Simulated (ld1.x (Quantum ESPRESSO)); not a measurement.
**Cutoff test, Zr, TM**

```json
{
  "Element": "zirconium",
  "Generator": "ld1.x (Quantum ESPRESSO) 7.5",
  "Type": "norm-conserving Troullier–Martins (Kleinman–Bylander form)",
  "Functional": "PBEsol",
  "Relativity": "scalar-relativistic",
  "Frozen core": "[Ar] 3d10 4s2",
  "Valence charge": "10",
  "Reference configuration": "4p6 4d3 5s1 5p0",
  "Partial waves": "4p (bound): rc 2.20 bohr; 4d (bound): rc 2.60 bohr; 5s (bound): rc 3.50 bohr",
  "Local potential": "the s channel",
  "Core correction": "none"
}
```

The pseudo-atom Hamiltonian at the reference potential is diagonalised in spherical Bessel functions j_l(qr) that vanish at 20 bohr, with q² up to the cutoff. All-electron valence levels (Ry): 4p -2.2403, 5p -0.0849, 4d -0.1724, 5s -0.2844.

Q: How do the lowest levels (Ry) of each channel move with the cutoff, and are there ghosts?

A:

```csv
cutoff (Ry),p #1,p #2,d #1,s #1,s #2,f #1,Σ f·Δε (mRy)
8,-1.7834,-0.0568,0.0076,-0.2837,0.0040,0.0987,3282.1
10,-2.0168,-0.0595,-0.0279,-0.2842,0.0039,0.0987,1775.0
12,-2.1465,-0.0605,-0.0798,-0.2843,0.0039,0.0987,840.7
15,-2.2221,-0.0611,-0.1242,-0.2843,0.0039,0.0987,254.3
18,-2.2357,-0.0612,-0.1596,-0.2844,0.0039,0.0987,66.0
21,-2.2394,-0.0613,-0.1683,-0.2844,0.0039,0.0987,18.0
25,-2.2400,-0.0613,-0.1714,-0.2844,0.0039,0.0987,5.1
30,-2.2400,-0.0613,-0.1724,-0.2844,0.0039,0.0987,2.0
35,-2.2402,-0.0613,-0.1724,-0.2844,0.0039,0.0987,0.9
40,-2.2403,-0.0613,-0.1724,-0.2844,0.0039,0.0987,0.4
45,-2.2403,-0.0613,-0.1724,-0.2844,0.0039,0.0987,0.1
400,-2.2403,-0.0613,-0.1724,-0.2844,0.0039,0.0987,0.0
```

Result: no extra level below or beside the all-electron valence levels (p, d, s, f tested); 10 mRy is reached at 25 Ry and 1 mRy at 35 Ry.

Its largest configuration-test error is -749 meV.
